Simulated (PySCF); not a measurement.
Species: C5H14OP2.
Numbering: `[CH3:1][C:2]([CH3:3])([CH3:4])[P@:5]([CH3:6])(=[O:7])[PH2:8]` (hydrogens: H9, H10, H11 on C1; H12, H13, H14 on C3; H15, H16, H17 on C4; H18, H19, H20 on C6; H21, H22 on P8)

The same species was optimised twice, with GFN2-xTB and with PBE0-D3(BJ)/def2-SVP (PySCF), and the same property calculations (PySCF, gas phase) were run on both structures.

```json
{"coordinate": "P5–P8 (Å)", "GFN2-xTB": "2.201", "PBE0-D3(BJ)/def2-SVP": "2.234", "change": "+0.033"}
{"coordinate": "P5=O7 (Å)", "GFN2-xTB": "1.472", "PBE0-D3(BJ)/def2-SVP": "1.501", "change": "+0.029"}
{"coordinate": "P5–C6 (Å)", "GFN2-xTB": "1.841", "PBE0-D3(BJ)/def2-SVP": "1.821", "change": "-0.020"}
{"coordinate": "C2–P5 (Å)", "GFN2-xTB": "1.869", "PBE0-D3(BJ)/def2-SVP": "1.859", "change": "-0.010"}
{"coordinate": "C2–C4 (Å)", "GFN2-xTB": "1.522", "PBE0-D3(BJ)/def2-SVP": "1.531", "change": "+0.009"}
{"coordinate": "C1–C2 (Å)", "GFN2-xTB": "1.524", "PBE0-D3(BJ)/def2-SVP": "1.530", "change": "+0.006"}
{"coordinate": "C2–C3 (Å)", "GFN2-xTB": "1.520", "PBE0-D3(BJ)/def2-SVP": "1.525", "change": "+0.005"}
{"coordinate": "O7–P5–P8 (°)", "GFN2-xTB": "113.1", "PBE0-D3(BJ)/def2-SVP": "115.7", "change": "+2.6"}
{"coordinate": "C6–P5–P8 (°)", "GFN2-xTB": "104.6", "PBE0-D3(BJ)/def2-SVP": "102.2", "change": "-2.4"}
{"coordinate": "C3–C2–P5 (°)", "GFN2-xTB": "110.7", "PBE0-D3(BJ)/def2-SVP": "112.3", "change": "+1.6"}
{"coordinate": "C2–P5–O7 (°)", "GFN2-xTB": "113.7", "PBE0-D3(BJ)/def2-SVP": "112.1", "change": "-1.6"}
{"coordinate": "C4–C2–P5 (°)", "GFN2-xTB": "107.4", "PBE0-D3(BJ)/def2-SVP": "106.0", "change": "-1.4"}
{"coordinate": "C1–C2–P5 (°)", "GFN2-xTB": "105.0", "PBE0-D3(BJ)/def2-SVP": "106.3", "change": "+1.3"}
{"coordinate": "C6–P5–O7 (°)", "GFN2-xTB": "112.3", "PBE0-D3(BJ)/def2-SVP": "113.4", "change": "+1.1"}
{"coordinate": "C1–C2–C4 (°)", "GFN2-xTB": "110.5", "PBE0-D3(BJ)/def2-SVP": "109.6", "change": "-0.9"}
{"coordinate": "C1–C2–P5–C6 (°)", "GFN2-xTB": "-171", "PBE0-D3(BJ)/def2-SVP": "-172", "change": "-1"}
```

Rotational constants: A = 1732, B = 1197, C = 1062 MHz (GFN2-xTB) against A = 1714, B = 1180, C = 1051 MHz (PBE0-D3(BJ)/def2-SVP). Point groups within 0.08 Å: C1 and C1.

On the GFN2-xTB structure: HOMO (eV) -7.03 [PBE0/pcSseg-1]; LUMO (eV) 0.27 [PBE0/pcSseg-1]; dipole (D) 3.01 [PBE0/pcSseg-1]; GIAO shielding of C1/C3/C4 (mean) (ppm) 162.5 [PBE0/pcSseg-1]; GIAO shielding of C2 (ppm) 148.5 [PBE0/pcSseg-1]; GIAO shielding of P5 (ppm) 275.9 [PBE0/pcSseg-1]; GIAO shielding of C6 (ppm) 169.2 [PBE0/pcSseg-1]; GIAO shielding of O7 (ppm) 193.2 [PBE0/pcSseg-1]; GIAO shielding of P8 (ppm) 508.3 [PBE0/pcSseg-1].

**Question.** What do these properties become on the PBE0-D3(BJ)/def2-SVP structure?

**Answer.** 
| property | level | on GFN2-xTB | on PBE0-D3(BJ)/def2-SVP | change |
| --- | --- | --- | --- | --- |
| HOMO (eV) | PBE0/pcSseg-1 | -7.03 | -7.01 | +0.02 |
| LUMO (eV) | PBE0/pcSseg-1 | 0.27 | 0.13 | -0.14 |
| dipole (D) | PBE0/pcSseg-1 | 3.01 | 3.13 | +0.12 |
| energy, GFN2-xTB geometry as zero (kcal/mol) | PBE0/pcSseg-1 | 0.0 | -2.6 | -2.6 |
| GIAO shielding of C1/C3/C4 (mean) (ppm) | PBE0/pcSseg-1 | 162.5 | 159.5 | -3.0 |
| GIAO shielding of C2 (ppm) | PBE0/pcSseg-1 | 148.5 | 147.8 | -0.7 |
| GIAO shielding of P5 (ppm) | PBE0/pcSseg-1 | 275.9 | 272.7 | -3.2 |
| GIAO shielding of C6 (ppm) | PBE0/pcSseg-1 | 169.2 | 169.0 | -0.2 |
| GIAO shielding of O7 (ppm) | PBE0/pcSseg-1 | 193.2 | 187.5 | -5.7 |
| GIAO shielding of P8 (ppm) | PBE0/pcSseg-1 | 508.3 | 492.0 | -16.3 |

The heavy atoms differ by 0.043 Å rms after alignment. Among bonds between heavy atoms P5–P8 changes most (+0.033 Å). Changes are differences of the printed values. Neither structure is proved a minimum here.

Conformer computed: `[CH3:1][C:2]([CH3:3])([CH3:4])[P@:5]([CH3:6])(=[O:7])[PH2:8]`: C1–C2–P5–C6 -172°, H–P8–P5–C2 180°, H–P8–P5–C2 87°.
